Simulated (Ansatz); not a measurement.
Spectroscopic constants of CF-, multiplicity 3 (lowest of 2S+1 = 1, 3, 5 at CCSD(T)/def2-TZVPP on PBE0 minima; our sources give no spin for the ground state, which may be another).

The constants come from a fifth-degree fit in 1/R (seven points, main isotopes). In def2 and cc sets the state is the lowest found near the PBE0 minimum, followed along R.

Frozen-core correlation. CBS: X⁻³ extrapolation of the correlation energy, Hartree–Fock from the larger set.

Codes used: Ansatz (Gaussian orbitals). Values without a source in brackets are computed.

### Question
What bond length and harmonic frequency does BHLYP/def2-TZVPP give?

### Answer
r_e = 1.429 Å, ω_e = 841 cm⁻¹.

### Question
What bond length and harmonic frequency does wB97M-V/def2-TZVPP give?

### Answer
r_e = 1.440 Å, ω_e = 828 cm⁻¹.

### Question
What bond length and harmonic frequency does CCSD(T)/CBS(aug-cc-pVTZ, aug-cc-pVQZ) give?

### Answer
r_e = 1.432 Å, ω_e = 801 cm⁻¹.

Ansatz is a program for electronic structure.
